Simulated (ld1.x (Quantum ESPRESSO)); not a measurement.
Ranking PAW potentials for helium

All share these settings but for the change named:

helium, PAW, made with ld1.x (Quantum ESPRESSO) 7.5 (LDA (PZ), scalar-relativistic). Core none, reference 1s2. Waves: 1s (bound): rcut 0.35, rcutus 0.50 bohr; 1s channel at 3.9 Ry: rcut 0.35, rcutus 0.50 bohr; 2p channel at 0.05 Ry: rcut 0.40, rcutus 0.50 bohr. Local part: all-electron potential smoothed inside 0.45 bohr (lloc = -1). Core correction: none. Augmentation charge: BG, radius 0.35 bohr.

Cutoff: the first of the cutoffs (Ry, on a coarse ladder) from which the occupation-weighted sum of valence levels, in a spherical-Bessel basis at the reference potential, stays within 10 and 1 mRy of its value at 400 Ry; the density cutoff is not measured.

The base gives 120 Ry.

Of 8 variants that were run, those that failed, showed a ghost or another fault, or gave nearly equal values are left out.

A variant can come out equal or close to the base.

Problem. Rank these variants from softest to hardest (loose cutoff).
A. all radii scaled by about 1.24 (s 0.62, p 0.62 bohr, rcut 0.44/0.50); local potential all-electron potential smoothed inside 0.56 bohr (lloc = -1); augmentation BG, radius 0.44 bohr
B. type TM; waves now 1s (bound): rc 0.50 bohr; 2p channel at 0.05 Ry: rc 0.50 bohr; local potential the p channel
C. local potential all-electron potential smoothed inside 0.46 bohr (lloc = -1)

Solution. A (90 Ry), C (120 Ry), B (160 Ry).
